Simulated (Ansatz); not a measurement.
Born–Oppenheimer molecular dynamics of a periodic cell of 40 atoms, H3CCl (contents 8 CH3Cl, density as packed 1.01 g/cm³ with natural masses). It goes on from the last frame of an earlier run, with new velocities.

All numbers below come from DFT PBE-D3(BJ), scalar-relativistic, plane waves, PAW in Ansatz 0.2.0. Settings: accuracy low, cutoff 420 eV, k mesh 1x1x1, fermi-dirac smearing 0.05 eV, no spin polarisation.

| Quantity | Value |
| --- | --- |
| ensemble | NPT, Langevin |
| time step | 0.75 fs |
| steps asked | 400 |
| set temperature | 400 K |
| friction | 0.01 /fs |
| pressure | 20 GPa |
| seed | 156336 |

First frame:

```xyz
40
Lattice="8.7171 0.0000 0.0000 0.0000 8.7171 0.0000 0.0000 0.0000 8.7171" Properties=species:S:1:pos:R:3
C 8.123 7.707 7.668
Cl 8.399 8.088 9.364
H 8.337 8.571 7.145
H 8.972 6.970 7.391
H 7.136 7.314 7.415
C 4.633 3.073 5.638
Cl 3.518 4.415 5.710
H 5.507 3.512 5.095
H 4.933 2.705 6.647
H 4.208 2.276 5.034
C 3.538 8.276 6.086
Cl 2.632 9.300 7.240
H 4.585 8.710 5.886
H 3.684 7.226 6.525
H 3.006 8.279 5.066
C 5.467 1.752 0.287
Cl 5.828 1.797 2.065
H 4.968 2.691 0.063
H 6.416 1.599 -0.317
H 4.742 0.900 0.230
C 4.165 6.360 2.378
Cl 3.445 5.875 0.754
H 3.546 5.814 3.098
H 5.206 5.988 2.403
H 3.980 7.425 2.513
C 8.806 3.976 0.500
Cl 7.864 4.083 -1.042
H 8.449 2.979 0.864
H 9.965 4.059 0.355
H 8.399 4.816 1.086
C 2.127 1.439 2.204
Cl 1.472 1.830 3.808
H 1.425 1.923 1.501
H 3.227 1.670 2.239
H 1.852 0.284 2.119
C 0.326 5.893 3.491
Cl 0.384 7.533 4.055
H 1.192 5.704 2.834
H 0.538 5.197 4.345
H -0.592 5.902 2.920
```

(1) What does the run give?

(2) What happens to the structure?

(3) How do temperature and energy run in time?

Answers

(1) All steps were run.

```
steps done                                               : 400
time covered                                             : 300 fs
mean temperature over the second half                    : 625 K
spread of the potential energy over the second half      : 121.8 meV per atom
mean potential energy of the second half above the start : 228.2 meV per atom
mean pressure over the second half                       : 22.9 GPa
```

The conserved energy stayed within 0.66 meV per atom of its start (net change 0.46 meV per atom), so the integration is sound. The mean temperature of the second half is 56 % above the set value. A run of 0.3 ps of so small a system gives no equilibrium averages. Limits of this set-up: coarse k mesh, low accuracy level. The cell's volume went from 662 to 335 Å³.

(2) Mean squared displacements from the first frame to the last, about the centre of mass, the cell's change included: C 1.89 Å², Cl 2.08 Å², H 3.29 Å². This is one draw of velocities; another would differ in detail.

(3) 
```csv
time (fs),T (K),potential energy less start (eV),conserved less start (meV/atom),P (GPa),volume (Å³)
0.0,390,0.000,0.00,-0.7,662.4
15.0,531,0.818,0.19,3.9,545.1
30.0,1098,7.018,0.09,15.8,352.5
45.0,1269,29.540,0.32,64.7,233.1
60.0,1545,32.300,0.46,79.7,222.4
75.0,1171,10.097,0.22,18.8,308.2
90.0,1026,3.054,0.16,6.1,418.7
105.0,773,1.846,0.05,5.7,453.7
120.0,721,3.405,0.20,6.7,398.5
135.0,654,10.202,0.43,22.7,309.7
150.0,863,18.833,0.27,46.3,255.4
165.0,850,16.819,0.16,40.0,260.9
180.0,913,8.027,0.06,19.5,308.0
195.0,566,4.417,0.52,13.3,357.3
210.0,453,3.488,0.66,9.1,371.8
225.0,468,5.241,0.39,13.7,337.9
240.0,570,9.981,0.46,26.0,292.9
255.0,511,13.415,0.62,31.5,271.8
270.0,549,11.161,0.54,29.0,280.4
285.0,621,6.542,0.37,17.0,311.4
300.0,525,4.604,0.46,12.3,335.3
```

Time of the run: 12 min on 1 thread of Intel(R) Xeon(R) Platinum 8488C (Sapphire Rapids), with other jobs on the host, peak memory 0.66 GiB.
